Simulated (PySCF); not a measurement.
**Distorted geometries of [CeCl4]−**

[CeCl4]− (singlet in the valence; each metal's 4f electrons, 1 of them, lie in its core potential, out of spins and levels). PySCF 2.14.0, RKS PBE, Ce lcecp-1-SVP with ECP47, Cl def2-SVP; non-relativistic Hamiltonian with scalar-relativistic core potentials where named; density fitting; no spin-orbit coupling. Relaxed geometry:

```xyz
5

Ce    0.0000    0.0000    0.0000
Cl    1.5341    1.5341    1.5341
Cl   -1.5341   -1.5341    1.5341
Cl    1.5341   -1.5341   -1.5341
Cl   -1.5341    1.5341   -1.5341
```

Order these distorted geometries by energy above the relaxed one, lowest first.
A.
```xyz
5

Ce    0.1117   -0.1098   -0.0532
Cl    1.6082    1.6308    1.3936
Cl   -1.6156   -1.3902    1.6403
Cl    1.5495   -1.6335   -1.4640
Cl   -1.6538    1.5026   -1.5166
```
B.
```xyz
5

Ce   -0.0149   -0.0048    0.0032
Cl    1.5329    1.5386    1.5241
Cl   -1.5702   -1.5446    1.5514
Cl    1.5467   -1.5363   -1.5340
Cl   -1.4944    1.5471   -1.5447
```
C.
```xyz
5

Ce    0.2080   -0.0796   -0.1201
Cl    1.4076    1.5861    1.5334
Cl   -1.4986   -1.5090    1.5919
Cl    1.5735   -1.5616   -1.4330
Cl   -1.6907    1.5642   -1.5722
```

B (0.00 eV), A (0.26 eV), C (0.75 eV).

Which forces (eV/Å) act in the one that lies 0.75 eV up?


```
Ce  -3.99  2.48  2.07
Cl   0.27  0.04  0.00
Cl   0.70  0.37 -0.66
Cl   2.07 -2.12 -1.92
Cl   0.95 -0.77  0.50
```
Forces carry noise of the integration grid, about 0.01 to 0.03 eV/Å.

An lcecp potential fixes the number of 4f electrons, so in runs with it no electron can move into or out of that shell.
